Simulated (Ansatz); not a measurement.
Ansatz (a first-principles code) input:

Ansatz 0.2 input:
```yaml
crystal:
  periodic: [false, false, false]
  atoms:
    - {symbol: O, position_ang: [-2.14244323, 0.35652740, 0.42178003]}
    - {symbol: C, position_ang: [-0.97085259, 0.16156113, 0.19113050]}
    - {symbol: B, position_ang: [0.41490841, -0.06904557, -0.08168248]}
    - {symbol: F, position_ang: [1.25785564, 0.89164680, -0.65122792]}
    - {symbol: F, position_ang: [1.06326873, -1.27790882, 0.19427116]}
basis:
  gaussian:
    orbitals: STO-3G
total_charge: -1
magnetization: {spin_polarized: false}
correlation: {method: ccsd_t, electrons: outside_noble_gas}
```

Q: Which total energy does the run end on?

A: -331.78603 Eh (CCSD(T)/STO-3G). The basis has 25 functions.

It need not be the lowest isomer of its formula. Whether it binds its extra electron was not tested at this geometry.
